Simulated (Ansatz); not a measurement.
Reaction (ligand exchange at a B–Cl bond): `CNBCl` + H₂S → `CNBS` + HCl

Computed with Ansatz on PBE0-D4/def2-TZVP structures; ΔE is electronic, products minus reactants. CCSD(T)/CBS is the MP2 limit (def2-TZVPP, def2-QZVPP) plus CCSD(T) − MP2 in def2-TZVPP, frozen cores. This one scheme is used for every species. Functionals use def2-TZVPP. One conformer a species, not always the lowest.

| level | ΔE (eV) |
| --- | --- |
| BHLYP | 0.31 |
| MP2/def2-TZVPP | 0.26 |

Question: What does CCSD(T)/CBS give? (Estimate.)

Answer: Computed: +0.26 eV. The listed levels differ from it by 0.05, 0.00 eV.

Largest T1 diagnostic among the species: 0.012.

In def2-TZVPP, CCSD(T) changes the Hartree–Fock value by −0.09 eV (the triples alone add −0.01 eV) and MP2 by −0.09 eV. At CCSD(T), def2-SVP lies +0.04 eV from the extrapolated value and def2-TZVPP +0.00 eV. Leaving LDA and LC-ωPBE aside and taking each functional with its dispersion term where it has one, the values, not all of them listed here, spread over 0.07 eV, from revPBE-D4 to BHLYP-D4.
